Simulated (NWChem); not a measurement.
Species: C₃H₆OSi; SMILES CC1=C[SiH2]O1

```xyz
11

C      0.0878     2.2152    -0.0269
C     -0.1011     0.7380    -0.0042
C     -1.1916    -0.0665     0.2004
Si     0.0003    -1.4495    -0.0447
O      1.0376    -0.0353    -0.2331
H     -0.8630     2.7454     0.1632
H      0.8350     2.5120     0.7382
H      0.4947     2.5286    -1.0107
H     -2.2272     0.2212     0.4046
H      0.4388    -2.3037     1.1103
H     -0.0292    -2.2808    -1.2953
```
Atoms are numbered in this order, from 1.

Program: NWChem. Pople sets run with spherical d functions. Geometry: optimised at PBE-D3(BJ)/def2-SVP. GIAO values for the isolated, static molecule; σ is the absolute isotropic shielding.

Task: Taking B3LYP/def2-TZVP as the yardstick, which of these has the fewest basis functions while keeping “σ Si4 (ppm)” within 2 ppm of it: B3LYP/IGLO-II; B3LYP/6-311G**; B3LYP/def2-SVP; B3LYP/6-31G*?

Result: none of them.
```csv
level,basis functions,σ Si4 (ppm),relative time (rough)
B3LYP/6-31G*,86,387.7,1
B3LYP/def2-SVP,104,403.3,1
B3LYP/6-311G**,134,331.7,2
B3LYP/IGLO-II,159,335.2,3
B3LYP/def2-TZVP,197,312.7,6
```

The yardstick is one finite set, not the basis-set limit.
